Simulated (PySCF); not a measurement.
## Electron correlation in Cr (chromium, neutral)

[Ar] 3d4 4s1 5s1, high-spin 7D determinant (an excited configuration). Calculation: PySCF 2.14, in aug-cc-pVTZ-DK; scalar relativity by spin-free X2C-1e. Frozen: [Ar]; 6 electrons correlated.

| level | correlation energy (mhartree) |
| --- | --- |
| CCSD | -66.14 |
| (T) | -1.13 |
| CCSD(T) | -67.27 |

Diagnostics: T1 = 0.014, D1 = 0.0451, largest double amplitude 0.054.

Task: Is a single reference adequate?

Result: Yes: T1 lies below 0.03 and no double amplitude reaches 0.07.
